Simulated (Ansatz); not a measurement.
Relaxation of Cl$_{2}$FH$_{6}$N$_{2}$STa (13 atoms, charge 0, multiplicity 1), to a largest force component of 0.03 eV/Å in at most 50 steps.

These are results of RKS PBE/def2-SVP (Ansatz 0.2.0), not measurements.

```xyz
13
Properties=species:S:1:pos:R:3:forces:R:3
Ta -0.579 0.384 -0.271 -0.29 0.29 -0.22
Cl 2.636 -1.202 0.582 0.41 0.50 -0.33
N 0.062 0.572 1.597 -0.02 0.03 0.06
H 0.965 0.238 1.966 -0.03 0.01 -0.02
H -0.420 1.154 2.298 0.04 -0.04 -0.05
Cl -0.775 0.034 -2.643 -0.01 0.02 0.11
F -2.223 1.227 0.104 0.08 -0.04 -0.03
N -0.654 -1.589 -0.145 0.01 -0.10 -0.01
H -0.548 -2.113 0.731 0.00 0.04 -0.04
H -0.641 -2.219 -0.956 0.00 0.06 0.05
S 1.285 1.940 -0.850 0.07 -0.36 0.07
H 1.263 1.821 -2.210 -0.01 0.01 0.06
H 2.749 -0.077 -0.142 -0.25 -0.42 0.34
```

Problem. Where does it end, and by what steps?

Solution. The forces met the threshold. After 11 steps the energy has fallen by 0.263 eV; Cl2 moved furthest, 0.91 Å.

| step | energy less start (eV) | largest force component (eV/Å) | accepted |
| --- | --- | --- | --- |
| 0 | 0.0000 | 0.504 | yes |
| 1 | -0.1020 | 0.802 | yes |
| 2 | -0.1552 | 0.368 | yes |
| 3 | -0.1967 | 0.289 | yes |
| 4 | -0.2152 | 0.258 | yes |
| 5 | -0.2366 | 0.165 | yes |
| 6 | -0.2451 | 0.146 | yes |
| 7 | -0.2509 | 0.195 | yes |
| 8 | -0.2594 | 0.100 | yes |
| 9 | -0.2616 | 0.073 | yes |
| 10 | -0.2628 | 0.112 | yes |
| 11 | -0.2633 | 0.028 | yes |

```xyz
13
Properties=species:S:1:pos:R:3
Ta -0.713 0.404 -0.313
Cl 3.181 -0.692 1.099
N 0.038 0.553 1.523
H 0.988 0.258 1.811
H -0.418 1.059 2.294
Cl -1.368 0.392 -2.607
F -2.265 1.289 0.319
N -0.634 -1.562 -0.304
H -0.422 -2.144 0.511
H -0.794 -2.128 -1.145
S 1.406 1.477 -0.968
H 1.424 1.159 -2.294
H 2.699 0.103 0.137
```

Whether the end is a true minimum wasn't checked by a vibrational analysis.

The run took 79 s on 4 threads of Intel(R) Xeon(R) Processor @ 2.50GHz (Skylake/Cascade Lake), on a shared host, peak memory 0.27 GiB.
